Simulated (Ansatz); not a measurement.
The first iterations of a band of H2O + H7N3Si (14 atoms, charge 0, multiplicity 1).

Computed with RKS PBE0/6-31G* (Ansatz 0.2.0).

```
movable images  : 5
climbing image  : yes
spring          : 5.0 eV/Å²
optimiser       : quadratic models (default)
start path      : through a guess of the saddle point
force threshold : 0.03 eV/Å
iteration limit : 60
end points      : relaxed
```

Initial state:

```xyz
14
Properties=species:S:1:pos:R:3
Si -0.189 0.286 -0.023
H -0.506 0.404 1.432
N 1.513 0.334 -0.228
H 2.008 -0.442 0.206
H 1.865 0.510 -1.160
N -0.807 1.517 -1.071
H -1.806 1.582 -1.213
H -0.398 2.441 -1.014
N -0.922 -1.264 -0.410
H -1.784 -1.500 0.070
H -1.001 -1.508 -1.392
O 1.449 -2.507 0.787
H 0.601 -2.294 0.342
H 1.197 -2.646 1.708
```

Final state:

```xyz
14
Properties=species:S:1:pos:R:3
Si 0.040 -0.370 -0.594
H 0.774 -0.552 3.988
N 1.668 -0.003 -0.994
H 2.406 -0.634 -0.717
H 1.892 0.503 -1.837
N -0.775 1.140 -0.635
H -1.780 1.176 -0.531
H -0.328 1.939 -0.208
N -0.997 -1.384 -1.543
H -0.745 -2.356 -1.661
H -1.352 -1.007 -2.413
O 0.244 -1.211 0.834
H -0.558 -1.679 1.094
H 0.731 -0.647 3.249
```

| iteration | highest image above the first end (eV) | largest band force component (eV/Å) |
| --- | --- | --- |
| 1 | 6.076 | 10.935 |
| 2 | 3.657 | 3.277 |
| 3 | 2.354 | 1.913 |
| 4 | 1.335 | 1.411 |
| 5 | 1.069 | 1.041 |
| 6 | 0.993 | 0.613 |
| 7 | 0.884 | 0.660 |
| 8 | 1.140 | 1.133 |
| 9 | 1.235 | 1.230 |
| 10 | 1.478 | 1.354 |

Task: Does the band converge within its limit, and where does its top end?

Result: The run converged. It ended after 30 iterations with the highest image 1.658 eV above the first end. Neighbouring images differ by up to 1.8 eV, so the band resolves the path poorly. A vibrational analysis at the climbing image gives one clearly imaginary mode, 1263i cm⁻¹: a first-order saddle point. The orbitals stay closed-shell, which can raise the energy where a bond breaks towards radicals; this wasn't checked here.

The run took 2.9 min on 2 threads of AMD EPYC 9R45 96-Core Processor (Zen 5), with other jobs on the host, peak memory 0.24 GiB.
